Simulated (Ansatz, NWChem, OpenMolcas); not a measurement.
SiH3I (SMILES [SiH3]I): the vertical energy of the triplet above the singlet, rung by rung

The species is SiH3I (5 atoms), meant as a singlet with charge 0. SMILES: `[SiH3]I`. The shape is that of a PBE0-D4/def2-TZVP optimisation.

Each level gives the vertical energy of the triplet above the singlet (eV). The values are calculated.

| level | kind | program | value (eV) | less CCSD(T)/def2-TZVP |
| --- | --- | --- | --- | --- |
| HF/def2-TZVP (core potential) | Hartree–Fock | Ansatz | 5.39 | -0.14 |
| PBE/def2-TZVP (core potential) | GGA | Ansatz | 5.05 | -0.48 |
| TPSS/def2-TZVP (core potential) | meta-GGA | OpenMolcas | 5.24 | -0.29 |
| M06-2X/def2-TZVP (core potential) | hybrid meta-GGA | NWChem | 5.23 | -0.30 |
| HSE06/def2-TZVP (core potential) | range-separated hybrid | Ansatz | 5.24 | -0.29 |
| B2PLYP/def2-TZVP (core potential) | double hybrid | NWChem | 5.47 | -0.06 |
| MP2/def2-TZVP (core potential) | perturbation theory | Ansatz | 5.73 | +0.20 |
| CCSD(T)/def2-TZVP (core potential) | coupled cluster or CI | Ansatz | 5.53 | 0.00 |
| CCSD/def2-TZVP (core potential) | coupled cluster or CI | Ansatz | 5.53 | 0.00 |
| FCI/STO-3G | exact in the basis | Ansatz | 7.33 | +1.80 |

CCSD(T)/def2-TZVP (core potential) is the highest level here, not the true value. All-electron rows without a relativistic Hamiltonian named are non-relativistic, while core potentials hold scalar relativity, so basis and relativity change together. Spin-orbit coupling, which can split open shells on such heavy atoms by tenths of an eV, is left out. The values span 5.05 to 7.33 eV. A triplet this far above the singlet is often a Rydberg-like or dissociative state; sets without diffuse functions put Rydberg states too high. High-level rows in very small sets aren't better than simpler rows in larger ones. In the correlated wave-function rows the outer d shell of I is correlated, in sets not made for it.
